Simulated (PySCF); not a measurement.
C3H5BO3, SMILES O=C1OCB1CO. Atoms are numbered in the order given.

```xyz
12

O     -0.4764     1.9716    -0.4554
C     -0.6818     0.8246    -0.1852
O     -1.9201     0.2505     0.0277
C     -1.4161    -1.1094     0.3086
B      0.0652    -0.5819     0.1148
C      1.5325    -1.0231     0.2979
O      2.5264    -0.1612    -0.2144
H     -1.8011    -1.8302    -0.4319
H     -1.7202    -1.4397     1.3156
H      1.6297    -1.1745     1.4069
H      1.7061    -2.0366    -0.1105
H      2.2120     0.7504    -0.1448
```

Coordinates come from a B3LYP-D3(BJ)/def2-SVP optimisation. This is a generated structure with no PubChem entry under its InChIKey; it may be hypothetical. The values are those of a single conformer.

Two levels are set side by side: PBE/pcSseg-1 (PySCF) and PBE0/pcSseg-1 (PySCF). GIAO shifts against BF3 (¹¹B), H2O (¹⁷O), TMS (¹H), TMS (¹³C) at the same level; non-relativistic, no solvent, atoms listed together averaged. Differences are taken from unrounded values.

```json
[
 {"quantity": "δ(¹⁷O) of O1 (ppm)", "PBE0": "527.4", "PBE": "524.1", "PBE minus PBE0": "-3.3"},
 {"quantity": "δ(¹³C) of C2 (ppm)", "PBE0": "181.5", "PBE": "177.8", "PBE minus PBE0": "-3.6"},
 {"quantity": "δ(¹⁷O) of O3 (ppm)", "PBE0": "336.3", "PBE": "357.7", "PBE minus PBE0": "21.3"},
 {"quantity": "δ(¹³C) of C4 (ppm)", "PBE0": "67.9", "PBE": "69.2", "PBE minus PBE0": "1.3"},
 {"quantity": "δ(¹¹B) of B5 (ppm)", "PBE0": "79.9", "PBE": "81.5", "PBE minus PBE0": "1.6"},
 {"quantity": "δ(¹³C) of C6 (ppm)", "PBE0": "65.0", "PBE": "69.5", "PBE minus PBE0": "4.5"},
 {"quantity": "δ(¹⁷O) of O7 (ppm)", "PBE0": "1.2", "PBE": "12.6", "PBE minus PBE0": "11.5"},
 {"quantity": "δ(¹H) of H8, H9 (ppm)", "PBE0": "4.37", "PBE": "4.38", "PBE minus PBE0": "0.01"},
 {"quantity": "δ(¹H) of H12 (ppm)", "PBE0": "1.26", "PBE": "1.08", "PBE minus PBE0": "-0.18"}
]
```

Rough cost on one machine, each run with all the roots and properties that it gave: PBE0 against PBE within a factor of 2.
